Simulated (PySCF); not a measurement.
CH3CdCl, SMILES [CH3][Cd][Cl]. Atoms are numbered in the order given.

```xyz
6

Cd     0.0000     0.0000     0.2602
Cl     0.0000     0.0000    -2.0556
C      0.0000     0.0000     2.3755
H      0.8898     0.5137     2.7337
H      0.0000    -1.0275     2.7337
H     -0.8898     0.5137     2.7337
```
Charge 0, spin multiplicity 1.

The structure is a stationary point at B3LYP-D3(BJ)/def2-TZVP. The def2 effective core potentials stand for the cores of Cd; spin–orbit coupling is left out.

These are TDA-LC-ωPBE/def2-SVPD (PySCF) values and carry that method's errors.

Vertical excitations; the highest root listed may be one member of a degenerate set. Isolated molecule, no solvent. State labels are in the subgroup Cs.

Computed lowest excited states:
```json
[
 {"state": "S1", "symmetry": "A'", "energy (eV)": "6.93", "λ (nm)": "179", "f": "0.019", "main pairs": "HOMO−1→LUMO (degenerate set)"},
 {"state": "S2", "symmetry": "A\"", "energy (eV)": "6.93", "λ (nm)": "179", "f": "0.019", "main pairs": "HOMO−2→LUMO (degenerate set)"},
 {"state": "S3", "symmetry": "A'", "energy (eV)": "7.32", "λ (nm)": "169", "f": "0.099", "main pairs": "HOMO→LUMO+1 (degenerate set)"},
 {"state": "S4", "symmetry": "A\"", "energy (eV)": "7.32", "λ (nm)": "169", "f": "0.099", "main pairs": "HOMO→LUMO+2 (degenerate set)"},
 {"state": "S5", "symmetry": "A'", "energy (eV)": "7.34", "λ (nm)": "169", "f": "0.491", "main pairs": "HOMO→LUMO 82 %"},
 {"state": "S6", "symmetry": "A\"", "energy (eV)": "7.75", "λ (nm)": "160", "f": "0.000", "main pairs": "HOMO−2→LUMO+1, HOMO−1→LUMO+2 (degenerate set)"},
 {"state": "S7", "symmetry": "A\"", "energy (eV)": "7.75", "λ (nm)": "160", "f": "0.000", "main pairs": "HOMO−1→LUMO+2, HOMO−2→LUMO+1 (degenerate set)"},
 {"state": "S8", "symmetry": "A'", "energy (eV)": "7.75", "λ (nm)": "160", "f": "0.000", "main pairs": "HOMO−2→LUMO+2, HOMO−1→LUMO+1 (degenerate set)"},
 {"state": "S9", "symmetry": "A'", "energy (eV)": "8.03", "λ (nm)": "154", "f": "0.067", "main pairs": "HOMO−3→LUMO 38 %, HOMO−1→LUMO+1 24 %, HOMO−2→LUMO+2 24 %"},
 {"state": "S10", "symmetry": "A'", "energy (eV)": "9.06", "λ (nm)": "137", "f": "0.669", "main pairs": "HOMO−3→LUMO 49 %, HOMO−1→LUMO+1 16 %, HOMO−2→LUMO+2 16 %"},
 {"state": "T1", "symmetry": "A'", "energy (eV)": "5.67", "λ (nm)": "219", "f": "0", "main pairs": "HOMO→LUMO 88 %"},
 {"state": "T2", "symmetry": "A'", "energy (eV)": "6.50", "λ (nm)": "191", "f": "0", "main pairs": "HOMO−1→LUMO (degenerate set)"},
 {"state": "T3", "symmetry": "A\"", "energy (eV)": "6.50", "λ (nm)": "191", "f": "0", "main pairs": "HOMO−2→LUMO (degenerate set)"},
 {"state": "T4", "symmetry": "A'", "energy (eV)": "6.66", "λ (nm)": "186", "f": "0", "main pairs": "HOMO→LUMO+1 86 %"}
]
```
Triplets are in the Tamm–Dancoff approximation.
